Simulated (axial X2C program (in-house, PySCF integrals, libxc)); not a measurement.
## Outer orbitals of TeH at 1.665 Å, HF

Computed with an in-house all-electron X2C program for linear molecules (integrals from PySCF). Spin-free means the one-electron spin-free X2C Hamiltonian; two-component (2c) means X2C with spin–orbit coupling and atomic mean-field two-electron Coulomb and Gaunt terms, so the difference of the two also holds small scalar two-electron terms. Basis: Te dyall-cv3z [11s12p8d4f1g], H dyall-v3z [6s2p1d] (cores contracted in-house); Gaussian nuclei, density fitting, unrestricted open shells. Masses: Te 129.906 u, H 1.008 u.

The distance is close to the 2c PBE0 minimum; the highest filled and lowest empty levels are listed.

Spin-free orbitals, state M_S = 1/2, Λ = 1 (beyond evenly filled blocks: π+α, π+β, π-α) (Löwdin shares):

```csv
symmetry,occupied,ε (eV),atomic character
σα,yes,-22.63,"74% Te s, 21% H s, 5% H p"
σβ,yes,-20.64,"68% Te s, 26% H s, 4% H p"
σα,yes,-12.99,"53% Te p, 33% H s, 10% Te s"
σβ,yes,-12.66,"52% Te p, 30% H s, 15% Te s"
π+α,yes,-9.88,"97% Te p, 2% H p"
π-α,yes,-9.88,"97% Te p, 2% H p"
π+β,yes,-8.43,"97% Te p, 3% H p"
π-β,no,-0.64,"97% Te p, 3% H p"
σα,no,2.12,"46% H s, 22% Te p, 14% Te d"
σβ,no,2.30,"48% H s, 21% Te p, 13% H p"
σα,no,4.02,"50% H s, 27% Te p, 16% Te d"
```

Spinors with spin–orbit coupling (state Ω = 3/2):

```
   ω  occupied  ε (eV)             atomic character    λ mixture
 1/2       yes  -22.55    74% Te s, 21% H s, 5% H p       100% σ
-1/2       yes  -20.62    68% Te s, 26% H s, 4% H p       100% σ
 1/2       yes  -12.97  54% Te p, 32% H s, 10% Te s  99% σ, 1% π
-1/2       yes  -12.67  53% Te p, 29% H s, 14% Te s  98% σ, 2% π
-1/2       yes  -10.10             96% Te p, 2% H p  98% π, 2% σ
 3/2       yes   -9.51             97% Te p, 2% H p       100% π
 1/2       yes   -8.70             96% Te p, 3% H p  99% π, 1% σ
-3/2        no   -0.44             97% Te p, 3% H p       100% π
 1/2        no    2.14  45% H s, 22% Te p, 13% Te d       100% σ
-1/2        no    2.32   48% H s, 21% Te p, 13% H p       100% σ
 1/2        no    4.03  50% H s, 27% Te p, 16% Te d       100% σ
```

Problem. How does the gap between the highest filled and lowest empty level change from the spin-free to the 2c table?

Solution. From 7.79 to 8.26 eV at HF, a change of 0.47 eV.

Mulliken charges and populations of the two-component result (they depend on the basis, above all on diffuse functions):

Te 0.14 e (s 9.89 p 21.93 d 20.03 f 0.01), H -0.14 e (s 1.09 p 0.05). ⟨Lz⟩ = 1.00 ħ and ⟨Sz⟩ = 0.50 ħ (0.53 and -0.03 on the two atoms), which add up to Ω.

The state is a single determinant with fixed occupations, the lowest that a limited PBE0 search found.
